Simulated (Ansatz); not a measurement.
`[GeH3][TeH]` + `BSC(F)[SiH3]` → `BS[CH](F)[GeH3]` + `[SiH3][TeH]`  (redistribution)

Program: Ansatz. Geometries: PBE0-D4/def2-TZVP. ΔE: electronic, gas phase. CCSD(T)/CBS adds triple-zeta CCSD(T) − MP2 to the extrapolated MP2 energy (def2 sets, frozen cores). Functionals use def2-TZVPP. Elements past krypton have def2 core potentials. For Ge, Te outer-core shells are correlated without core-valence functions, which leaves a few kJ/mol of doubt a bond. Scalar relativity is left out up to krypton. Each species was taken in one conformer, which may not be the lowest.

| level | ΔE (kJ/mol) | difference from CCSD(T)/CBS |
| --- | --- | --- |
| PBE0-D4 | 14.8 | 3.2 |
| ωB97X-V | 14.8 | 3.2 |
| ωB97M-V | 16.4 | 4.8 |
| B2PLYP | 16.2 | 4.6 |
| r2SCAN | 14.7 | 3.1 |
| PBE0 | 15.0 | 3.4 |
| SCS-MP2/def2-TZVPP | 13.1 | 1.5 |
| HF/def2-QZVPP | 21.7 | 10.1 |
| MP2/CBS(def2) | 10.8 | -0.8 |
| CCSD/CBS(def2) | 12.5 | 0.9 |
| CCSD(T)/CBS | 11.6 | 0 |

Largest T1 diagnostic among the species: 0.014.

In def2-TZVPP, CCSD(T) changes the Hartree–Fock value by −8.8 kJ/mol (the triples alone add −0.9 kJ/mol) and MP2 by −9.6 kJ/mol.
